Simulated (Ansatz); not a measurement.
F3Lu, singlet, geometry from GFN2-xTB (such geometries of metal compounds can be far from the true shape) (core potentials on Lu). Base run: Ansatz (a quantum-chemistry and plane-wave program) with SVWN5/def2-TZVP.

Geometry (Å):
```xyz
4

Lu     0.0000     0.0000     0.0000
F     -1.5978    -0.9746     0.0465
F      0.0125     1.7453    -0.6773
F      1.5853    -0.7706     0.6308
```
All else is at Ansatz's defaults.

The base run was repeated with changes; each row names its change, and settings that it needs were set with it.

```json
[
 {"change": "base", "E (Eh)": "-1533.85998"},
 {"change": "functional = BHLYP", "E (Eh)": "-1535.25015"},
 {"change": "functional = blyp", "E (Eh)": "(withheld)"},
 {"change": "functional = b3lyp", "E (Eh)": "(withheld)"},
 {"change": "functional = blyp; dispersion = d3bj", "E (Eh)": "-1536.27932"},
 {"change": "functional = pbe; dispersion = d3bjatm", "E (Eh)": "-1536.20940"},
 {"change": "functional = lc_wpbe", "E (Eh)": "(withheld)"},
 {"change": "functional = pbe", "E (Eh)": "-1536.20793"},
 {"change": "functional = r2scan", "E (Eh)": "-1535.43907"},
 {"change": "functional = hf", "E (Eh)": "(withheld)"},
 {"change": "functional = wB97X-V", "E (Eh)": "-1536.01523"},
 {"change": "functional = b3lyp5", "E (Eh)": "-1535.93595"},
 {"change": "functional = pbe0", "E (Eh)": "-1535.78406"}
]
```

Q: Some entries are withheld; supply them.

A: 
- functional = blyp, E (Eh): -1536.27583
- functional = b3lyp, E (Eh): -1536.20888
- functional = lc_wpbe, E (Eh): -1536.31846
- functional = hf, E (Eh): -1531.15570

Absolute energies of different levels of theory aren't comparable as measures of quality.
